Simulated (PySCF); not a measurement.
SMILES B[SiH2]CC(=O)OC, singlet, GFN2-xTB optimised geometry.

```
16

B     -1.95    -3.79    -1.97
Si    -0.93    -2.12    -1.92
C     -0.57    -1.75    -0.06
C      0.30    -0.55     0.00
O      1.50    -0.55     0.00
O     -0.43     0.58     0.00
C      0.30     1.79    -0.03
H     -1.42    -4.83    -1.90
H     -3.12    -3.80    -2.06
H      0.37    -2.13    -2.60
H     -1.61    -0.91    -2.43
H     -0.05    -2.59     0.39
H     -1.50    -1.56     0.47
H      0.92     1.84    -0.93
H      0.95     1.86     0.85
H     -0.44     2.59    -0.02
```

Density from B3LYP/def2-TZVP (PySCF) at that geometry.

Minimum of the electron density along straight lines between bonded atoms, close to the bond critical point (lines longer than 1.1 times the sum of covalent radii, or with two minima, are not listed):

```json
[
 {"bond": "B1–Si2", "length / Å": "1.958", "ρ at the minimum / e bohr⁻³": "0.121", "∇²ρ there / e bohr⁻⁵": "-0.02", "position (fraction from the first atom)": "0.61"},
 {"bond": "Si2–C3", "length / Å": "1.936", "ρ at the minimum / e bohr⁻³": "0.106", "∇²ρ there / e bohr⁻⁵": "0.13", "position (fraction from the first atom)": "0.39"},
 {"bond": "C3–C4", "length / Å": "1.481", "ρ at the minimum / e bohr⁻³": "0.274", "∇²ρ there / e bohr⁻⁵": "-0.74", "position (fraction from the first atom)": "0.47"},
 {"bond": "C4–O5", "length / Å": "1.205", "ρ at the minimum / e bohr⁻³": "0.434", "∇²ρ there / e bohr⁻⁵": "-0.29", "position (fraction from the first atom)": "0.34"},
 {"bond": "C4–O6", "length / Å": "1.348", "ρ at the minimum / e bohr⁻³": "0.309", "∇²ρ there / e bohr⁻⁵": "-0.72", "position (fraction from the first atom)": "0.35"},
 {"bond": "O6–C7", "length / Å": "1.419", "ρ at the minimum / e bohr⁻³": "0.252", "∇²ρ there / e bohr⁻⁵": "-0.49", "position (fraction from the first atom)": "0.65"},
 {"bond": "B1–H8", "length / Å": "1.170", "ρ at the minimum / e bohr⁻³": "0.194", "∇²ρ there / e bohr⁻⁵": "-0.39", "position (fraction from the first atom)": "0.44"},
 {"bond": "B1–H9", "length / Å": "1.169", "ρ at the minimum / e bohr⁻³": "0.194", "∇²ρ there / e bohr⁻⁵": "-0.39", "position (fraction from the first atom)": "0.44"},
 {"bond": "Si2–H10", "length / Å": "1.473", "ρ at the minimum / e bohr⁻³": "0.123", "∇²ρ there / e bohr⁻⁵": "0.17", "position (fraction from the first atom)": "0.49"},
 {"bond": "Si2–H11", "length / Å": "1.475", "ρ at the minimum / e bohr⁻³": "0.123", "∇²ρ there / e bohr⁻⁵": "0.17", "position (fraction from the first atom)": "0.49"},
 {"bond": "C3–H12", "length / Å": "1.087", "ρ at the minimum / e bohr⁻³": "0.280", "∇²ρ there / e bohr⁻⁵": "-0.96", "position (fraction from the first atom)": "0.64"},
 {"bond": "C3–H13", "length / Å": "1.087", "ρ at the minimum / e bohr⁻³": "0.279", "∇²ρ there / e bohr⁻⁵": "-0.95", "position (fraction from the first atom)": "0.64"},
 {"bond": "C7–H14", "length / Å": "1.092", "ρ at the minimum / e bohr⁻³": "0.286", "∇²ρ there / e bohr⁻⁵": "-1.02", "position (fraction from the first atom)": "0.65"},
 {"bond": "C7–H15", "length / Å": "1.092", "ρ at the minimum / e bohr⁻³": "0.287", "∇²ρ there / e bohr⁻⁵": "-1.02", "position (fraction from the first atom)": "0.65"},
 {"bond": "C7–H16", "length / Å": "1.087", "ρ at the minimum / e bohr⁻³": "0.290", "∇²ρ there / e bohr⁻⁵": "-1.04", "position (fraction from the first atom)": "0.65"}
]
```
